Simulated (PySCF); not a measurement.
Job file and geometry (Å, from GFN2-xTB) of an NMR shielding run on SMILES C=N[SiH2][C@@H](C)CC(C)=O, C6H13NOSi, GIAO PBE0/pcSseg-1 NMR shielding, non-relativistic, gas phase (PySCF); density fitting, a coarse starting grid and PySCF grid level 2 are the driver's defaults:

```
$ OMP_NUM_THREADS=1 python probes_run.py task.json out

{"job": {"kind": "nmr", "xc": "PBE0", "basis": "pcSseg-1"}, "charge": 0, "multiplicity": 1}
C      3.951909     0.409128     0.014224
N      2.788740     0.850316     0.045820
Si     1.316469     0.312108     0.792735
C      0.231099     0.092452    -0.773703
C      0.137705    -1.370793    -1.192401
C     -1.165071     0.657437    -0.540996
C     -1.733315     0.177217     0.763312
C     -3.234727     0.113143     0.849321
O     -1.021383    -0.124933     1.691093
H      4.285841    -0.505702     0.516325
H      4.719656     0.945374    -0.540594
H      0.997116     1.516967     1.552174
H      1.444613    -0.924366     1.562070
H      0.685463     0.652807    -1.594650
H     -0.324690    -1.964954    -0.406216
H     -0.455611    -1.484360    -2.101524
H      1.129629    -1.773955    -1.383835
H     -1.844495     0.418921    -1.364004
H     -1.106062     1.747477    -0.462694
H     -3.669446     1.048996     0.505377
H     -3.593162    -0.682727     0.198270
H     -3.550689    -0.091166     1.869047
```

Question: Write the output of this run.

Answer: 
```
coarse grid: 18352 points
cycle   1  E = -655.0924789226  dE =  1.078e+00  |g| = 8.614e-01  |ddm| = 4.116e+00
cycle   2  E = -654.7061700539  dE =  3.863e-01  |g| = 1.646e+00  |ddm| = 2.267e+00
cycle   3  E = -655.2430660143  dE = -5.369e-01  |g| = 1.963e-01  |ddm| = 1.665e+00
cycle   4  E = -655.2510194059  dE = -7.953e-03  |g| = 6.804e-02  |ddm| = 2.077e-01
cycle   5  E = -655.2517799537  dE = -7.605e-04  |g| = 3.426e-02  |ddm| = 7.542e-02
cycle   6  E = -655.2520255684  dE = -2.456e-04  |g| = 6.230e-03  |ddm| = 2.739e-02
cycle   7  E = -655.2520331865  dE = -7.618e-06  |g| = 1.946e-03  |ddm| = 6.071e-03
final grid: 171216 points
cycle   8  E = -655.3142411663  dE = -3.334e-05  |g| = 1.376e-02  |ddm| = 3.077e-02
cycle   9  E = -655.3141606445  dE =  8.052e-05  |g| = 2.465e-02  |ddm| = 2.866e-02
cycle  10  E = -655.3142795022  dE = -1.189e-04  |g| = 3.145e-03  |ddm| = 1.971e-02
cycle  11  E = -655.3142815616  dE = -2.059e-06  |g| = 2.826e-04  |ddm| = 2.649e-03
cycle  12  E = -655.3142815774  dE = -1.582e-08  |g| = 1.317e-04  |ddm| = 4.187e-04
cycle  13  E = -655.3142815814  dE = -4.049e-09  |g| = 3.298e-05  |ddm| = 1.495e-04
cycle  14  E = -655.3142815816  dE = -2.099e-10  |g| = 1.363e-05  |ddm| = 3.865e-05
converged SCF energy = -655.3142815816

GIAO shielding tensors (ppm)
atom      isotropic    diamagn.    paramagn.     s11        s22        s33       span
  0 C       22.668     251.522    -228.854    -71.551     14.358    125.197    196.749
  1 N     -179.990     334.860    -514.850   -598.549   -210.907    269.485    868.034
  2 Si     380.353     881.664    -501.311    354.122    376.567    410.369     56.247
  3 C      166.498     253.192     -86.694    154.136    167.320    178.040     23.904
  4 C      168.904     249.533     -80.629    151.493    168.631    186.587     35.093
  5 C      135.361     256.947    -121.586    118.271    123.044    164.769     46.499
  6 C      -32.709     253.548    -286.257   -108.561    -91.533    101.968    210.529
  7 C      153.219     251.226     -98.007    130.368    137.311    191.979     61.611
  8 O     -287.927     407.048    -694.975   -797.549   -398.847    332.615   1130.165
  9 H       23.079      29.795      -6.716     21.027     22.318     25.892      4.865
 10 H       23.276      27.467      -4.191     21.703     23.165     24.961      3.258
 11 H       26.676      31.606      -4.930     23.555     25.773     30.700      7.145
 12 H       26.676      31.805      -5.129     23.679     25.454     30.895      7.216
 13 H       30.564      34.672      -4.108     26.511     27.957     37.224     10.713
 14 H       31.029      32.952      -1.922     27.247     30.201     35.640      8.392
 15 H       30.946      31.683      -0.737     26.486     28.473     37.879     11.394
 16 H       30.642      31.738      -1.097     25.355     28.869     37.701     12.346
 17 H       29.069      34.967      -5.898     25.733     28.219     33.254      7.521
 18 H       28.841      33.490      -4.649     25.034     27.823     33.666      8.632
 19 H       29.298      28.324       0.974     26.009     29.040     32.845      6.835
 20 H       29.562      29.169       0.393     26.672     28.982     33.031      6.360
 21 H       29.564      27.754       1.810     25.849     27.755     35.088      9.239
```

Question: Turn these shieldings into chemical shifts. Shifts are taken against calculated references (same method and geometry level): ¹³C (186.93 ppm), ²⁹Si (349.16 ppm), ¹H (31.72 ppm) against TMS; NH3 for ¹⁵N (267.73 ppm); H2O for ¹⁷O (336.08 ppm).

Answer: Averaging equivalent atoms: C 6: 219.6; C 0: 164.3; C 5: 51.6; C 7: 33.7; C 3: 20.4; C 4: 18.0; N 1: 447.7; Si 2: -31.2; O 8: 624.0; H 9: 8.64; H 10: 8.44; H 11: 5.04; H 12: 5.04; H 18: 2.88; H 17: 2.65; H 19/20/21: 2.24; H 13: 1.15; H 14/15/16: 0.84 ppm. Unscaled 17O shifts of doubly bonded oxygen tend to come out too high, by tens of ppm or more. Experimental scales use liquid or dissolved standards, which lie at an offset from isolated NH3 (liquid NH3: subtract about 20 ppm) and H2O (liquid H2O: subtract about 36 ppm). Unscaled 15N shifts of sp2 nitrogen come out 20 to 40 ppm too high even then.

Size and cost of the density-fitted run: 225 basis functions, 53 s wall time on 1 thread of an Arm Neoverse V1, shared host; peak memory 1.1 GiB.
